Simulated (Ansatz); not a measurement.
Species: C$_{2}$H$_{11}$Si$_{3}$, charge 0, multiplicity 2. It need not be the lowest isomer of its formula. SMILES: [Si](C)(C)([SiH2])[SiH3]
Structure (B3LYP-D3(BJ)/def2-TZVP (Ansatz, a quantum-chemistry and plane-wave program) minimum search):
```xyz
16

C     -1.0257    -1.1340     1.5089
Si    -0.2633    -0.3089    -0.0068
C     -0.7690    -1.2473    -1.5681
Si    -0.9611     1.9209    -0.0843
Si     2.0756    -0.2871     0.1766
H     -2.1161    -1.1164     1.4510
H     -0.7279    -0.6280     2.4282
H     -0.7090    -2.1771     1.5770
H     -0.3437    -0.7890    -2.4619
H     -0.4212    -2.2823    -1.5176
H     -1.8552    -1.2581    -1.6770
H     -0.3463     2.7251    -1.1739
H     -2.4367     2.1202    -0.1174
H      2.6177    -1.6717     0.1701
H      2.6874     0.4488    -0.9588
H      2.5013     0.3683     1.4388
```
Charge 0, spin multiplicity 2.

Quantity: atomisation energy (electronic, to ground-state atoms), in eV. Valence correlation only, unless marked. UHF or UKS for open shells. No spin-orbit coupling. No relativistic terms. The coupled-cluster limit lacks core correlation, which all-electron functionals hold. Basis-set limits of correlation are two-point, X^-3; Hartree-Fock from the larger set. [CCSD(T)-MP2]/basis is that difference in the basis named.

```json
[
 {"level": "PBE0/STO-3G", "program": "Ansatz", "atomisation energy (eV)": "71.49"}
]
```

### Question
Estimate the value at RI-MP2/CBS(cc-pV(T+d)Z,cc-pV(Q+d)Z)+[CCSD(T)-MP2]/cc-pV(T+d)Z as computed with Ansatz.

### Answer
54.77 eV
